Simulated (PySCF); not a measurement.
All of these have the formula C2H8O2Si3. The calculation used PySCF 2.14.0, density-fitted response routines, TDDFT PBE0/def2-SVPD, vertical, gas phase, core orbitals frozen in the response. Geometries: GFN2-xTB; one conformer of each isolated species. Triplets are in the Tamm–Dancoff approximation.

A. `[SiH3]O[Si@@H]([SiH2]C#C)O`
B. `C#C[SiH2]O[SiH2][SiH2]O`
C. `O=C[Si@@H]1O[SiH2]C[SiH2]1`

Lowest singlet levels (six at most, fewer where fewer were computed) with oscillator strengths:

1. 5.90 eV (f 0.009); 6.12 eV (f 0.013); 6.22 eV (f 0.006); 6.51 eV (f 0.022); 6.56 eV (f 0.014); 6.96 eV (f 0.033); T1 4.93 eV
2. 3.11 eV (f 0.004); 5.23 eV (f 0.008); 5.51 eV (f 0.019); 5.71 eV (f 0.087); 6.15 eV (f 0.001); 6.22 eV (f 0.001); T1 2.39 eV
3. 5.69 eV (f 0.017); 5.92 eV (f 0.001); 6.27 eV (f 0.010); 6.31 eV (f 0.001); 6.43 eV (f 0.001); 6.52 eV (f 0.000); T1 4.94 eV

**Question.** Which spectrum belongs to which structure?

**Answer.** 1 = A, 2 = C, 3 = B.
- A: S1 at 5.90 eV, HOMO→LUMO (74%); Löwdin shares by element: HOMO carbon 35%, silicon 29% or more (atoms not listed hold the other 35%); LUMO silicon 43% or more, carbon 18% (atoms not listed hold the other 40%); HOMO -7.78 and LUMO -0.56 eV.
- B: S1 at 5.69 eV, HOMO→LUMO (96%); Löwdin shares by element: HOMO silicon 40% or more, oxygen 28% (atoms not listed hold the other 32%); LUMO silicon 49%, oxygen 8% or more (atoms not listed hold the other 44%); HOMO -7.95 and LUMO -1.03 eV.
- C: S1 at 3.11 eV, HOMO→LUMO (96%); Löwdin shares by element: HOMO oxygen 47% or more, carbon 20% or more, silicon 12% or more, hydrogen 9% or more; LUMO carbon 38% or more, oxygen 31% or more, silicon 13% or more, hydrogen 5% or more; HOMO -6.98 and LUMO -1.77 eV.
